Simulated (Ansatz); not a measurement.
Problem. Name a neutral molecule of C, O, Sn and H with LUMO energy (PBE/def2-TZVPP) between -3.00 and -2.70 eV and HOMO–LUMO gap (PBE0/def2-TZVPP) between 3.85 and 4.15 eV (Ansatz, PBE0-D4/def2-TZVP geometry).

Solution. `C[CH](C)[Sn][OH]` (-2.86 eV, 3.89 eV). Other molecules can fit too; these were computed, each in one conformer that needn't be the lowest.
